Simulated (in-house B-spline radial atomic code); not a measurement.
# Ionising neutral osmium with different functionals

Computed with an all-electron radial atomic-structure program (B-spline basis): four-component Dirac-Coulomb Hamiltonian, Fermi nucleus of rms radius 5.4126 fm, spin-restricted, spherical fractional occupations for the functionals. The ionisation energy is the difference of two self-consistent energies, [Xe] 4f14 5d6 6s2 → [Xe] 4f14 5d6 6s1, without Breit or QED terms; ε is the level of the shell that loses the electron (mean over j).

Hybrids are left out here: with spherical fractional occupations of an open shell their exact exchange keeps a self-interaction that integer-occupation calculations don't have.

| method | rung | ΔSCF (eV) | -ε(6s) (eV) |
| --- | --- | --- | --- |
| LDA VWN5 | LDA | 9.86 | 6.38 |
| relativistic LDA | LDA | ? | ? |
| LDA PW92 | LDA | 9.86 | 6.38 |
| LDA exchange-only | LDA | 8.80 | 5.36 |
| PBE | GGA | 9.58 | 6.15 |
| PBEsol | GGA | 9.63 | 6.19 |
| BLYP | GGA | 9.53 | 6.06 |
| RPBE | GGA | 9.48 | 6.07 |
| PW91 | GGA | 9.65 | 6.21 |
| BP86 | GGA | 9.76 | 6.32 |
| AM05 | GGA | 9.56 | 6.13 |
| OLYP | GGA | ? | ? |

(1) What does OLYP give?

(2) What does relativistic LDA give?

(3) How do they compare with the NIST value?

Answers

(1) ΔSCF 9.24 eV, and -ε(6s) = 5.84 eV.

(2) ΔSCF 9.82 eV, and -ε(6s) = 6.35 eV.

(3) NIST lists 8.438 eV (measured, ground level to ground level). Errors run from +0.36 to +1.42 eV. The correlated functionals all miss on the same side by more than they spread, so the cause is common to them (Breit-QED terms, spin polarisation, the choice among j levels, multiplet and fine-structure energies, or a listed next ion that isn't the cheapest removal here) and closeness doesn't rank the functionals.
